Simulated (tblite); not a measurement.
Species: C₄H₁₅NOSi₃.
SMILES with atom numbers: `[SiH3:1][SiH2:2][O:3][SiH2:4][N:5]1[CH2:6][CH2:7][CH2:8][CH2:9]1` (hydrogens: H10, H11, H12 on Si1; H13, H14 on Si2; H15, H16 on Si4; H17, H18 on C6; H19, H20 on C7; H21, H22 on C8; H23, H24 on C9)

Computed geometry: GFN2-xTB, gas phase.

Problem. Give the optimised bond lengths and angles.

Solution. 
```csv
bond,length (Å),order
Si1–Si2,2.302,single
Si2–O3,1.625,single
O3–Si4,1.618,single
Si4–N5,1.707,single
"N5–C6, N5–C9",1.447,single
C6–C7,1.526,single
C7–C8,1.531,single
C8–C9,1.539,single
"Si1–H10, Si1–H11, Si1–H12",1.470,single
"Si2–H13, Si2–H14",1.469,single
"Si4–H15, Si4–H16",1.465,single
C6–H17,1.101,single
"C6–H18, C9–H23, C9–H24",1.094,single
C7–H19 and 3 like bonds,1.089,single
```

Bonds in one row agree within 0.01 Å and their mean is given. Orders are formal, as drawn. A selection of angles:
```csv
angle,degrees
Si1–Si2–O3,110.7
Si2–O3–Si4,150.5
O3–Si4–N5,107.9
Si4–N5–C6,126.2
Si4–N5–C9,123.6
C6–N5–C9,108.4
N5–C6–C7,102.8
C6–C7–C8,102.0
C7–C8–C9,104.1
N5–C9–C8,106.0
```

Torsions: Si1–Si2–O3–Si4 19° (synperiplanar); Si2–O3–Si4–N5 -60° (synclinal); O3–Si4–N5–C6 -35° (synclinal); Si4–N5–C6–C7 158° (antiperiplanar); N5–C6–C7–C8 40° (synclinal); C6–C7–C8–C9 -29° (synperiplanar); C7–C8–C9–N5 8° (synperiplanar); Si4–N5–C9–C8 -176° (antiperiplanar). The mirror-image conformer, all signs reversed, is as good.

N5 (silicon-bound nitrogen) is almost planar (angles 126.2°, 123.6° and 108.4°, sum 358.2°, 0.12 Å off the plane of its three neighbours). Of the pairs four or more bonds apart, Si2···H18 is among the closest relative to their van der Waals radii: 3.16 Å, 96 % of the sum of Bondi's values. Si1 (SiH3 silicon) is distorted tetrahedral (angles from 105.0° to 114.9°). Si4 (oxygen-bound silicon) is distorted tetrahedral (angles from 102.2° to 116.8°). The 5-membered ring N5–C6–C7–C8–C9 has internal angles of 102.0° to 108.4° (sum 523°, against 540° for a flat polygon); it is puckered, 0.17 Å rms from its mean plane, widest ring torsion 40°. Si2 (oxygen-bound silicon) is distorted tetrahedral (angles from 102.7° to 115.0°).

Point group: C1 (no symmetry element, even within 0.4 Å). Its GFN2-xTB frequencies are all real (lowest 21 cm⁻¹). The numbers are those of one conformer. 3 starts were optimised and ended at 0.00, 0.02 and 1.45 kcal/mol (GFN2-xTB); the lowest of these is shown.

The run took 3.1 s wall on an Arm Neoverse N1 with one thread, shared host. This is the geometry optimisation.
